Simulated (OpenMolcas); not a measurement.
## Ho2+: CASPT2 settings compared

```yaml
Program: OpenMolcas
Basis: ANO-R1 [7s5p3d2f]
Scalar_Hamiltonian: X2C, finite nucleus
Active_space: 11 electrons in 7 orbitals (4f)
State_averaging: 2S+1 = 4 odd, 35 roots (21 in the spin-orbit step); 2S+1 = 2 odd, 112 roots (35 in the spin-orbit step)
Spin-orbit_coupling: state interaction with AMFI integrals over the reference wave functions, term energies averaged over their components
```

Methods on the same reference wave functions:
A. CASSCF
B. SS-CASPT2, IPEA 0.4 Eh, imaginary shift 0.1 Eh (closed shells correlated: 5s 5p)
C. SS-CASPT2, IPEA 0.1 Eh, sigma1 regulariser 0.3 Eh (closed shells correlated: 4d 5s 5p)
D. XMS-CASPT2, IPEA 0.3 Eh, real shift 0.25 Eh (closed shells correlated: 5s 5p)

Energies in eV above 4f11 4I* 15/2, the measured ground level; measured values from Martin, Zalubas and Hagan, Atomic Energy Levels: The Rare-Earth Elements, NSRDS-NBS 60 (1978); whole-number values converted from NIST levels in rydberg listed in Nahar, Atoms 12, 24 (2024).

| Level | A | B | C | D | Measured |
| --- | --- | --- | --- | --- | --- |
| 4f11 4I* 15/2 | 0.0000 | 0.0000 | 0.0000 | 0.0000 | 0.0000 |
| 4f11 4I* 13/2 | 0.6888 | 0.691 | 0.692 | 0.690 | 0.6744 |
| 4f11 4I* 11/2 | 1.1396 | 1.130 | 1.110 | 1.135 | 1.0717 |
| 4f11 4I* 9/2 [63 %] | 1.4370 | 1.404 | 1.343 | 1.420 | 1.3354 |
| 4f11 4F* 9/2 [65 %] | 2.1661 | 1.952 | 1.767 | 2.019 | 1.6527 |

Deviations, from unrounded energies. A percentage is the sum of absolute deviations over the sum of measured energies, with the sign that they share, or ± where signs differ.

```csv
Against measurement,Levels,A,B,C,D
mean absolute deviation (cm-1),4,1400,890,360,1100
fine structure of the ground term (%),3,+6.0,+4.7,+2.1,+5.3
other terms of the ground configuration (%),1,+31.1,+18.1,+6.9,+22.1
```

C lies closest to measurement on these levels and A furthest from it. The largest miss of C in the table is 4f11 4F* 9/2 [65 %], by +920 cm-1. The ranking rests on the paired levels alone, and a cruder setting can come out closer through cancelling errors.

Among B to D the level of the table that moves most is 4f11 4F* 9/2 [65 %], by 2000 cm-1 (lowest in C, highest in D). Moves below CASPT2's spread within the term are not significant.

The mean deviations of B to D differ by less than CASPT2's widest spread within a term (770 cm-1), so their order carries little weight.

The lowest spin-free term lies below A's lowest term by 0.518 hartree in B, 0.676 hartree in C, 0.524 hartree in D.

Term energies are means over components that CASPT2 splits; among the terms shown or strongly mixed into the levels shown the widest spread is 770 cm-1 (4f11 4I*, C). High states are left out of the spin-orbit mixing, which shifts the levels that they would mix with. Some levels mix across a computed gap that differs much from the measured one, so their mixing is not that of the real levels. Without dynamic correlation excited terms often stand tens of per cent too high (terms of higher spin than the ground term too low), and those without a measured partner can miss by more than the paired ones (holds for A). Some terms miss by over 15 % even with CASPT2, which points to a basis or an active space too small for the shells correlated (holds for B; D). Computed and measured levels are paired by configuration, term and J; levels that our copy of the source lacks, or whose pairing is in doubt (as where it misses far off the trend of its configuration), stay unpaired and out of the deviations. Levels of configurations outside the active space are missing. The table leaves out levels that lie high or whose names do not pair safely across all columns.

A share in square brackets marks a mixed level and gives the weight of the term that names it, the lowest over the columns. * marks odd parity.
